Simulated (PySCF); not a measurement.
PBE on Ti⁺ (titanium, charge +1)

Configuration: [Ar] 3d2 4s1, high-spin 4F determinant. Calculation: PySCF 2.14, in cc-pVTZ-DK (7s6p4d2f1g, 68 functions); scalar relativity by spin-free X2C-1e.

```json
{
  "Total energy": "-853.240 hartree",
  "One-electron energy": "-1162.746 hartree",
  "Hartree (Coulomb) energy": "351.465 hartree",
  "Exchange-correlation energy": "-41.959 hartree",
  "⟨S²⟩": "3.7503",
  "⟨L²⟩": "12.005",
  "Sum of ⟨r⟩": "17.22 bohr",
  "Sum of ⟨r²⟩": "28.72 bohr²",
  "Langevin diamagnetic susceptibility": "-22.8 ×10⁻⁶ cm³/mol",
  "Time after the integrals": "1.1 s of wall time on 1 thread of Neoverse-V2 (shared host)"
}
```

```csv
shell,electrons,mean orbital energy (eV),"rms radius, mean of both spins (bohr)"
1s α,1,-4873.1,0.0804
1s β,1,-4873.0,0.0804
2s α,1,-544.06,0.353
2s β,1,-543.51,0.353
2p α,3,-451.44,0.322
2p β,3,-451.00,0.322
3s α,1,-70.464,1.08
3s β,1,-68.665,1.08
3p α,3,-46.706,1.18
3p β,3,-44.893,1.18
3d α,2,-12.501,1.72
4s α,1,-10.883,3.35
```

Densities and radii are taken from the X2C orbitals without a picture-change correction, which distorts them close to the nucleus.
